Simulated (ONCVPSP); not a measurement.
**u(r) = r·R(r): atom against pseudo-atom (S)**

Columns: radius, all-electron u(r) and pseudo u(r) of the 2s shell (level -210.79 eV) of sulfur in the configuration [He] 2s2 2p6 3s2 3p4; LDA (Perdew-Wang 92), scalar-relativistic, ONCV scheme, ONCVPSP 4.0.1.

```json
{"r (bohr)": "0.040", "all-electron": "-0.6866", "pseudo": "0.2285"}
{"r (bohr)": "0.080", "all-electron": "-0.5617", "pseudo": "0.4508"}
{"r (bohr)": "0.120", "all-electron": "-0.1458", "pseudo": "0.6608"}
{"r (bohr)": "0.160", "all-electron": "0.3214", "pseudo": "0.8528"}
{"r (bohr)": "0.200", "all-electron": "0.7352", "pseudo": "1.0218"}
{"r (bohr)": "0.240", "all-electron": "1.0578", "pseudo": "1.1636"}
{"r (bohr)": "0.280", "all-electron": "1.2827", "pseudo": "1.2747"}
{"r (bohr)": "0.320", "all-electron": "1.4220", "pseudo": "1.3539"}
{"r (bohr)": "0.360", "all-electron": "1.4896", "pseudo": "1.4005"}
{"r (bohr)": "0.400", "all-electron": "1.5010", "pseudo": "1.4151"}
{"r (bohr)": "0.440", "all-electron": "1.4715", "pseudo": "1.4010"}
{"r (bohr)": "0.480", "all-electron": "1.4121", "pseudo": "1.3611"}
{"r (bohr)": "0.520", "all-electron": "1.3335", "pseudo": "1.3008"}
{"r (bohr)": "0.560", "all-electron": "1.2429", "pseudo": "1.2247"}
{"r (bohr)": "0.600", "all-electron": "1.1463", "pseudo": "1.1379"}
{"r (bohr)": "0.640", "all-electron": "1.0480", "pseudo": "1.0450"}
{"r (bohr)": "0.680", "all-electron": "0.9512", "pseudo": "0.9504"}
{"r (bohr)": "0.720", "all-electron": "0.8580", "pseudo": "0.8577"}
{"r (bohr)": "0.760", "all-electron": "0.7698", "pseudo": "0.7696"}
{"r (bohr)": "0.800", "all-electron": "0.6876", "pseudo": "0.6874"}
{"r (bohr)": "0.840", "all-electron": "0.6118", "pseudo": "0.6116"}
{"r (bohr)": "0.880", "all-electron": "0.5423", "pseudo": "0.5422"}
{"r (bohr)": "0.920", "all-electron": "0.4794", "pseudo": "0.4792"}
{"r (bohr)": "0.960", "all-electron": "0.4226", "pseudo": "0.4225"}
{"r (bohr)": "1.000", "all-electron": "0.3716", "pseudo": "0.3715"}
{"r (bohr)": "1.040", "all-electron": "0.3262", "pseudo": "0.3261"}
```

(1) How many radial nodes do the two functions have?

(2) At about which radius was the pseudo-wave matched?

(3) Is the pseudo-wave norm-conserving?

Answers

(1) The all-electron 2s function has n − l − 1 = 1; the pseudo-wave has 0, since the states of the same l below it are removed with the core.

(2) 0.75 bohr, where the columns begin to agree (steps of 0.04 bohr).

(3) Yes: the ONCV scheme keeps the norm inside the radius equal to the all-electron one, which fixes the energy derivative of the logarithmic derivative at the level.
